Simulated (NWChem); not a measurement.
System: GeH, doublet; SMILES [GeH]

The following NWChem deck was run.

```
start job
memory heap 200 mb stack 900 mb global 1100 mb
geometry units angstroms noautosym nocenter noautoz
  Ge     0.000000     0.000000    -0.060767
  H      0.000000     0.000000     1.595674
end
basis spherical
  * library def2-svpd
end
dft
  odft
  mult 2
  xc b3lyp
  iterations 150
end
tddft
  cis
  nroots 8
end
task tddft energy
```

Parts of the log:

```
             Northwest Computational Chemistry Package (NWChem) 7.3.0
             --------------------------------------------------------

                             Geometry "geometry" -> ""
                             -------------------------

 Output coordinates in angstroms (scale by  1.889725989 to convert to a.u.)

  No.       Tag          Charge          X              Y              Z
 ---- ---------------- ---------- -------------- -------------- --------------
    1 Ge                  32.0000     0.00000000     0.00000000    -0.06076700
    2 H                    1.0000     0.00000000     0.00000000     1.59567400

 Effective nuclear repulsion energy (a.u.)      10.2229249143

                                 NWChem DFT Module
                                 -----------------

 Summary of "ao basis" -> "ao basis" (spherical)
 ------------------------------------------------------------------------------
       Tag                 Description            Shells   Functions and Types
 ---------------- ------------------------------  ------  ---------------------
 Ge                        def2-svpd                14       38   6s4p4d
 H                         def2-svpd                 4        8   2s2p

            General Information
            -------------------
          SCF calculation type: DFT
          Wavefunction type:  spin polarized.
          No. of atoms     :     2
          No. of electrons :    33
           Alpha electrons :    17
            Beta electrons :    16
          Charge           :     0
          Spin multiplicity:     2
          Use of symmetry is: off; symmetry adaption is: off
          Maximum number of iterations: 150
          AO basis - number of functions:    46
                     number of shells:    18
          Convergence on energy requested:  1.00D-06
          Convergence on density requested:  1.00D-05
          Convergence on gradient requested:  5.00D-04

              XC Information
              --------------
                         B3LYP Method XC Potential
                     Hartree-Fock (Exact) Exchange  0.200
                        Slater Exchange Functional  0.800 local
                    Becke 1988 Exchange Functional  0.720 non-local
              Lee-Yang-Parr Correlation Functional  0.810
                  VWN I RPA Correlation Functional  0.190 local

[...]

                                NWChem TDDFT Module
                                -------------------

            General Information
            -------------------
           No. of orbitals :      92
            Alpha orbitals :      46
             Beta orbitals :      46
        Alpha frozen cores :       0
         Beta frozen cores :       0
     Alpha frozen virtuals :       0
      Beta frozen virtuals :       0
         Spin multiplicity :       2
    Number of AO functions :      46
        Use of symmetry is : off
      Symmetry adaption is : off
         Schwarz screening :  0.10D-07

              XC Information
              --------------
                  B3LYP Method XC Potential
              Hartree-Fock (Exact) Exchange   0.20
                 Slater Exchange Functional   0.80 local
             Becke 1988 Exchange Functional   0.72 non-local
       Lee-Yang-Parr Correlation Functional   0.81
           VWN I RPA Correlation Functional   0.19 local

             TDDFT Information
             -----------------
          Calculation type : Tamm-Dancoff TDDFT
         Wavefunction type : Unrestricted
          No. of electrons :      33
           Alpha electrons :      17
            Beta electrons :      16
              No. of roots :       8
          Max subspacesize :    5600
            Max iterations :     100
               Target root :       1
           Target symmetry : none
      Symmetry restriction : off
                 Algorithm : Optimal
        Davidson threshold :  0.10D-03

    8 smallest eigenvalue differences (eV)
--------------------------------------------------------
  No. Spin  Occ  Vir  Irrep   E(Occ)    E(Vir)   E(Diff)
--------------------------------------------------------
    1    1   17   18 a        -0.184    -0.124     1.620
    2    1   16   18 a        -0.275    -0.124     4.119
    3    2   16   17 a        -0.267    -0.115     4.154
    4    2   16   18 a        -0.267    -0.083     5.008
    5    1   17   19 a        -0.184     0.010     5.275
    6    1   17   20 a        -0.184     0.046     6.237
    7    2   16   19 a        -0.267     0.014     7.644
    8    1   17   21 a        -0.184     0.098     7.671
--------------------------------------------------------

  Entering Davidson iterations
  Unrestricted

  Iter   NTrls   NConv    DeltaV     DeltaE      Time
  ----  ------  ------  ---------  ---------  ---------
    1      8       0     0.61E-01   0.10+100        4.2
    2     16       0     0.48E-01   0.22E-01        3.8
    3     24       1     0.12E-01   0.58E-02        2.5
    4     31       6     0.35E-02   0.36E-03        2.3
    5     33       6     0.55E-03   0.13E-04        1.5
    6     35       8     0.78E-04   0.36E-06        1.5
  ----  ------  ------  ---------  ---------  ---------
  Convergence criterion met

  Ground state a       -2077.315538626939 a.u.
  <S2> =   0.7527

  ----------------------------------------------------------------------------
  Root   1         a              0.001620874 a.u.                0.0441 eV
  <S2> =   0.7542
  ----------------------------------------------------------------------------
     Transition Moments    X  0.00000   Y -0.00000   Z -0.00000
     Dipole Oscillator Strength                    0.0000000000
     Electric Quadrupole                           0.0000000000
     Magnetic Dipole                               0.0000000144
     Total Oscillator Strength                     0.0000000144

[...]
```

Level: B3LYP/def2-SVPD, spin-unrestricted, TDA. The state is orbitally degenerate and is run as one real component. Coordinates come from a B3LYP/6-31G* (spherical d), spin-unrestricted optimisation. No stability test was run on the SCF state. B3LYP is NWChem's, with the RPA form of VWN correlation.
